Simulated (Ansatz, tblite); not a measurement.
Cost and result up the ladder for `[H]/C=C/c1ccc(/C=C/c2ccccc2)cc1` (30 atoms). The state is a singlet with charge 0. Geometry: PBE-D4/def2-SVP.

```xyz
30

H    -5.765    4.005   -1.990
C    -4.964    3.251   -1.988
C    -4.108    3.153   -0.946
C    -2.993    2.211   -0.791
C    -2.195    2.268    0.379
C    -1.122    1.401    0.578
C    -0.786    0.421   -0.389
C     0.327   -0.513   -0.243
C     1.213   -0.577    0.789
C     2.331   -1.508    0.935
C     3.175   -1.393    2.067
C     4.264   -2.253    2.254
C     4.539   -3.256    1.312
C     3.710   -3.389    0.183
C     2.624   -2.530   -0.004
C    -1.588    0.363   -1.558
C    -2.660    1.231   -1.756
H    -4.901    2.595   -2.872
H    -4.241    3.850   -0.099
H    -2.434    3.020    1.148
H    -0.533    1.483    1.504
H     0.438   -1.226   -1.078
H     1.107    0.143    1.619
H     2.964   -0.607    2.809
H     4.904   -2.140    3.143
H     5.394   -3.934    1.455
H     3.917   -4.174   -0.560
H     1.988   -2.654   -0.893
H    -1.350   -0.390   -2.326
H    -3.254    1.149   -2.679
```

Ansatz on 2 threads of AMD EPYC 7R13 on a shared host and a share (18 GiB) of an NVIDIA H100 80GB HBM3; xTB runs through tblite on one thread. Times are rough, summed over both states, and most runs start from the orbitals of an earlier one. PBE0-D4/def2-TZVP serves as the yardstick here, not as an exact answer. The other state is a triplet.

The xTB rows come from tblite. Single mean-field runs in def2-TZVP are fitted with def2-universal-jkfit.

xTB has no spin-polarisation term.

```csv
level,functions,wall time
GFN2-xTB,78,0.053 s
GFN1-xTB,92,0.062 s
PBE-D4/def2-TZVP,580,12 s
PBE0-D4/def2-TZVP,580,13 s
```

Problem. Estimate what each level gives for the vertical triplet (eV).

Solution. 
| level | vertical triplet (eV) | difference from PBE0-D4/def2-TZVP (eV) |
| --- | --- | --- |
| GFN2-xTB | 2.38 | 0.13 |
| GFN1-xTB | 2.36 | 0.11 |
| PBE-D4/def2-TZVP | 2.09 | -0.16 |
| PBE0-D4/def2-TZVP | 2.24 | 0.00 |
